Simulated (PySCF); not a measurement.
The numbers are results of ωB97X-D3(BJ)/def2-TZVP // PBE0-D3(BJ)/def2-SVP (PySCF), not measurements. Isolated molecules, 0 K electronic values unless said otherwise. One relaxed conformer stands for a flexible species; it need not be the lowest. Delta-SCF ions had no search for a lower state. Excitations are Tamm–Dancoff values on a coarser integration grid. The basis has no diffuse functions, so Rydberg states are missing or too high.

Reference species (SMILES): `Bc1ccc2cc(O)cc-2cc1` (neutral, multiplicity 1).

The vertical ionisation energy (Delta-SCF) comes out as 7.56 eV and the S1 excitation (TDA) is 2.53 eV.

Changed species: `c1(B)c(O)ccc2-c(c1)ccc2`.

Problem. Predict the effect on the vertical ionisation energy (Delta-SCF) and S1 excitation (TDA).

Solution. the vertical ionisation energy (Delta-SCF) falls by 0.03 eV, to 7.53 eV; the S1 excitation (TDA) goes up by 0.42 eV, to 2.95 eV.
